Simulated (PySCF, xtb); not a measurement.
BO, SMILES [B]=O, multiplicity 2.

Harmonic wavenumbers (cm⁻¹) from GFN2-xTB (xtb 6.7.1) at its own minimum, in rising order: 2091.

What does B3LYP-D3(BJ)/def2-TZVPD in PySCF give at its own minimum? (An estimate is asked for; the answer gives what the named calculation found.)

1923. Paired by order, the mean absolute difference is 168 cm⁻¹ and the zero-point energies are 3.0 and 2.7 kcal/mol.
